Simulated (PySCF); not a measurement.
Order these species by their calculated properties.

Species are written as SMILES; each is one conformer at its optimised geometry, gas phase, non-relativistic unless stated; the electronic structure was computed with PySCF and density fitting.

The conformers computed, where there is a choice (atom-mapped SMILES and torsion angles):
- `[CH3:1][C:2]([CH3:3])([Cl:4])[CH2:5][C:6](=[O:7])[OH:8]`: C1–C2–C5–C6 63°, C2–C5–C6–O7 0°, H–O8–C6–C5 180°
- `[CH:1]#[C:2][C:3]1=[CH:4][C@H:5]1[CH2:6][CH3:7]`: C4–C5–C6–C7 144°
- `[CH:1]#[C:2]/[CH:3]=[C:4](/[CH3:5])[CH:6]=[CH2:7]`: C3–C4–C6–C7 180°
- `[CH3:1][CH2:2][C@@:3]([F:4])([CH2:5][F:6])[C:7](=[O:8])[F:9]`: C1–C2–C3–F4 57°, C2–C3–C5–F6 168°, C2–C3–C7–O8 -61°
- `[CH3:1][C@:2]1([C:3]([F:4])([F:5])[F:6])[CH2:7][CH2:8][O:9]1`: C1–C2–C3–F4 -65°

(1) Rank by smallest rotational constant, lowest first (GFN2-xTB).
A. `CC1=C[C@@H]2C=C[C@H]12`
B. `Fc1oc2ccccc2p1`
C. `C(C(C)(C)Cl)C(=O)O`
D. `C(/C=C(\C=C)C)#C`
E. `c1cpccp1`
F. `C=C1C=CC=C1C`
G. `C#CC1=C[C@H]1CC`

(2) Give the two extremes of that set in cm⁻¹.

(3) Rank by HOMO–LUMO gap, lowest first (PBE0/def2-SVPD at GFN2-xTB geometries).
A. `O=C(F)[C@](CF)(CC)F`
B. `C#CC1=C[C@H]1CC`
C. `C#C/C=C(/C)C=C`
D. `C[C@]1(C(F)(F)F)CCO1`
E. `CC1=C[C@@H]2C=C[C@H]12`
F. `c1cpccp1`
G. `C#CC=C1CCC1`

(4) By how much do the two ends of that ranking differ?

(5) Rank by HOMO energy, lowest first (PBE0/def2-SVPD at GFN2-xTB geometries).
A. `C#CC1=C[C@H]1CC`
B. `C(/C(C)=C\C#C)=C`
C. `C1=CP=CC=P1`
D. `FC1=PC2=CC=CC=C2O1`

(6) Give the two extremes of that set in hartree.

(7) Rank by electronic spatial extent ⟨r²⟩ about the centre of nuclear charge, lowest first (PBE0/def2-SVPD at GFN2-xTB geometries).
A. `C[C@]1(C(F)(F)F)CCO1`
B. `C#C/C=C(/C)C=C`
C. `C#CC1=C[C@H]1CC`
D. `C#CC=C1CCC1`
E. `CC(C)(Cl)CC(=O)O`

(8) Rank by dipole moment, highest first (PBE0/def2-SVPD at GFN2-xTB geometries).
A. `C1=CP=CC=P1`
B. `CC(C)(Cl)CC(=O)O`
C. `C#C/C=C(/C)C=C`
D. `C#CC1=C[C@H]1CC`
E. `CC[C@@](F)(CF)C(=O)F`
F. `C1C(=CC#C)CC1`
G. `C[C@]1(C(F)(F)F)CCO1`
H. `Fc1oc2ccccc2p1`

(9) Rank by static isotropic polarisability, lowest first (PBE0/def2-SVPD at GFN2-xTB geometries).
A. `C1C[C@](C)(C(F)(F)F)O1`
B. `Fc1oc2ccccc2p1`
C. `c1cpccp1`
D. `C#CC1=C[C@H]1CC`

Results:

(1) B (0.690 GHz), C (0.908 GHz), D (1.303 GHz), G (1.376 GHz), E (1.515 GHz), F (1.794 GHz), A (2.079 GHz).

(2) `Fc1oc2ccccc2p1`: 0.0230 cm⁻¹; `CC1=C[C@@H]2C=C[C@H]12`: 0.0693 cm⁻¹.

(3) F (4.71 eV), C (5.02 eV), B (5.68 eV), G (5.89 eV), E (6.51 eV), A (8.28 eV), D (8.56 eV).

(4) By 3.85 eV, between `C[C@]1(C(F)(F)F)CCO1` and `c1cpccp1`.

(5) C (-7.06 eV), A (-6.89 eV), D (-6.69 eV), B (-6.49 eV).

(6) `c1cpccp1`: -0.259 Eh; `C#C/C=C(/C)C=C`: -0.238 Eh.

(7) C (879 bohr²), D (890 bohr²), B (904 bohr²), A (1008 bohr²), E (1304 bohr²).

(8) E (3.92 D), G (3.08 D), H (2.24 D), B (1.87 D), F (1.36 D), C (0.89 D), D (0.32 D), A (0.00 D).

(9) A (63.1 au), D (83.0 au), C (94.6 au), B (105.1 au).
